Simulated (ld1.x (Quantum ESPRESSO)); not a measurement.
## Transferability test, TM potential for Cl (Z = 17)

```
Element                 : chlorine (Cl)
Generator               : ld1.x (Quantum ESPRESSO) 7.5
Type                    : norm-conserving Troullier–Martins (Kleinman–Bylander form)
Functional              : PBE
Relativity              : scalar-relativistic
Frozen core             : [Ne]
Valence charge          : 7
Reference configuration : 3s2 3p5
Partial waves           : 3s (bound): rc 1.05 bohr; 3p (bound): rc 1.00 bohr
Local potential         : all-electron potential smoothed inside 0.85 bohr (lloc = -2)
Core correction         : Bessel-smoothed model core inside 0.80 bohr
```

Energies are relative to the spin-unpolarised reference configuration 3s2 3p5; without spin polarisation the order of configurations can differ from experiment.

```
valence configuration  charge  ΔE all-electron (eV)  error AE − PS (meV)
              3s2 3p4      +1                13.875                 +6.8
              3s2 3p3      +2                39.322                  +43
              3s1 3p6       0                12.153                 +0.9
            3s2 3p5.3    -0.3                -2.138                 +0.4
              3s1 3p5      +1                26.584                  +12
            3s2 3p4.5    +0.5                 5.583                 +1.2
```

Question: What are ΔE and the potential's error for 3s2 3p2?

Answer: ΔE = 77.630 eV all-electron; the error (AE − PS) is +133 meV.

Levels in the configuration 3s2 3p3:

```
level  all-electron (eV)  pseudo (eV)
   3s            -44.917      -44.847
   3p            -31.685      -31.624
```
